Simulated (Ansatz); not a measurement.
A set of 12 reactions (ligand exchange), with CCSD(T)/CBS values in kJ/mol:

```tsv
reaction	ΔE
`[SiH3]OB1N[SiH2]1` + `C[SeH]` → `C[Se][SiH3]` + `OB1N[SiH2]1`	35.9
`B[Si](O)(F)Cl` + `O[SiH3]` → `B[Si](F)(Cl)O[SiH3]` + H₂O	-21.8
`CBSCF` + `CCO` → `CBOCC` + `FCS`	-55.1
`C[Si@H](O)[Si@H](O)F` + `N[SiH](O)Cl` → `O[Si@H](F)N[Si@H](O)Cl` + `C[SiH2]O`	-106.3
`C=N[SiH](F)F` + `[NH2][GeH3]` → `F[SiH](F)[NH][GeH3]` + `C=N`	-36.8
`[GeH3][CH2]CBr` + `O[SiH](F)F` → `F[SiH](F)[O][GeH3]` + `CCBr`	-54.7
`[GeH3][CH2]CBr` + `N[SiH](O)O` → `O[SiH](O)[NH][GeH3]` + `CCBr`	-25.6
`O[B](F)[GeH2][SiH3]` + CH₃NH₂ → `C[NH][GeH2][SiH3]` + `OBF`	-4.0
`C#C[SiH2]N` + H–F → `C#C[SiH2]F` + NH₃	-81.5
`CC1([SiH3])BO1` + `NB(N)O` → `NB(N)O[SiH3]` + `CC1BO1`	-102.6
`FB(S)O[SiH3]` + CH₃NH₂ → `CNB(F)S` + `O[SiH3]`	13.4
`S[Si]S` + HBr → `S[Si]Br` + H₂S	-32.1
```

Gas-phase electronic energies from Ansatz, PBE0-D4/def2-TZVP geometries. CBS: MP2 limit from def2 TZ/QZ plus the TZ coupled-cluster correction, frozen cores. This one scheme is used for every species. Functionals use def2-TZVPP. B3LYP here is the variant with VWN-RPA as its local correlation; programs differ in this. For Br, Ge, Se outer-core shells are correlated without core-valence functions, which leaves a few kJ/mol of doubt a bond. Scalar relativity is left out up to krypton. One conformer a species, not always the lowest.

Question: Give the mean, mean absolute and largest difference (level minus CCSD(T)/CBS, kJ/mol) for: PBE-D4, PBE0-D4, B3LYP-D4, ωB97X-V, ωB97M-V, PBE, r2SCAN, PBE0, B3LYP, CCSD/def2-TZVPP, HF/def2-QZVPP, SCS-MP2/def2-QZVPP, HF/CBS(def2), CCSD/CBS(def2). (Best estimate.)

Answer: Ansatz gave: 
```json
{"level": "PBE-D4", "mean": "5.3", "mean absolute": "8.4", "largest": "23.3"}
{"level": "PBE0-D4", "mean": "3.0", "mean absolute": "5.2", "largest": "14.0"}
{"level": "B3LYP-D4", "mean": "-0.8", "mean absolute": "3.3", "largest": "-8.0"}
{"level": "ωB97X-V", "mean": "-0.2", "mean absolute": "2.9", "largest": "-7.7"}
{"level": "ωB97M-V", "mean": "-0.5", "mean absolute": "2.0", "largest": "5.6"}
{"level": "PBE", "mean": "5.8", "mean absolute": "8.9", "largest": "25.6"}
{"level": "r2SCAN", "mean": "1.4", "mean absolute": "3.6", "largest": "8.4"}
{"level": "PBE0", "mean": "3.5", "mean absolute": "5.7", "largest": "15.9"}
{"level": "B3LYP", "mean": "-0.1", "mean absolute": "5.4", "largest": "9.5"}
{"level": "CCSD/def2-TZVPP", "mean": "-1.5", "mean absolute": "3.4", "largest": "6.6"}
{"level": "HF/def2-QZVPP", "mean": "-8.2", "mean absolute": "14.5", "largest": "-31.2"}
{"level": "SCS-MP2/def2-QZVPP", "mean": "-2.5", "mean absolute": "4.0", "largest": "-8.8"}
{"level": "HF/CBS(def2)", "mean": "-8.3", "mean absolute": "14.6", "largest": "-31.6"}
{"level": "CCSD/CBS(def2)", "mean": "-1.0", "mean absolute": "1.6", "largest": "-4.0"}
```

The largest T1 diagnostic in the set is 0.015, for `S[Si]S` (customary mark 0.02).

CCSD(T)/CBS is a level of theory with its own doubt, and the functionals carry their triple-zeta basis error, so these figures describe this set and don't rank the functionals.
